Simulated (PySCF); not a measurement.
**Radiative rates from a computed spectrum**

Species: C2H4SSi.
Structure used (GFN2-xTB), in Å, numbered top down from 1:
```
atom  x, y, z in Å
Si1   -1.1321   -0.1342    0.0141
C2     0.6288    0.4810    0.3302
C3     1.6534   -0.0524   -0.2413
S4     2.8092   -0.7714   -1.0034
H5    -1.9705    1.0634   -0.0669
H6    -1.5464   -0.9736    1.1421
H7    -1.1691   -0.8933   -1.2319
H8     0.7357    1.2899    1.0326
```

Computed with TDDFT PBE0/def2-SVPD, vertical, gas phase, core orbitals frozen in the response (PySCF 2.14.0, density-fitted response routines).

For one non-degenerate pair of states in vacuum, A = 0.6670 f ν̃² s⁻¹ with ν̃ in cm⁻¹, τ = 1/A, |μ|² = 3f / (2ΔE) in atomic units, and the integrated cross-section is ∫σ dE = 109.76 f Mb·eV.

The rates are for emission to S0 at the absorption energy, with no other channel.

Energies and rates of the computed singlets with f of 0.002 or more:

```
state  λ (nm)   A (s⁻¹)
   S2   241.8  5.70×10⁶
   S3   215.5  3.88×10⁶
   S5   187.4  1.28×10⁹
   S6   186.8  2.54×10⁸
   S7   183.5  8.74×10⁷
   S8   181.8  5.75×10⁶
```

**Question.** Which f and |μ| stand behind these rates?

**Answer.** f = A / (0.6670 ν̃²), and |μ| follows from f:

```tsv
state	f	|μ| (D)	τ	main configurations (H = HOMO, L = LUMO)
S2	0.0050	0.51	180 ns	H→L+1 (54%), H-1→L (45%)
S3	0.0027	0.35	260 ns	H→L+2 (98%)
S5	0.675	5.19	780 ps	H-1→L (28%), H→L+1 (25%), H→L+3 (20%)
S6	0.133	2.30	3.9 ns	H→L+3 (51%), H→L+4 (26%)
S7	0.044	1.31	11 ns	H→L+4 (55%), H-1→L+1 (24%), H→L+3 (15%)
S8	0.0029	0.33	170 ns	H-1→L+1 (67%), H→L+4 (15%), H→L+3 (12%)
```

**Question.** How much energy does a mole of photons resonant with S5 carry?

**Answer.** 6.618 eV × 96.485 = 639 kJ/mol (153 kcal/mol).

**Question.** Suppose S2 emitted 0.3 eV lower with the same transition dipole. How would A change?

**Answer.** At fixed |μ|, A goes as the cube of the energy: (4.83/5.13)³ = 0.83, which makes τ about 210 ns.

**Question.** Which computed singlets stay under f = 0.002?

**Answer.** S1 (2.82 eV, f 0.0002) and S4 (6.10 eV, f 0.0016).

The run took 12 s wall on Arm Neoverse N1, one thread, shared host with 64 logical CPUs at a one-minute load of 56, and the process peaked at 0.51 GiB of memory.
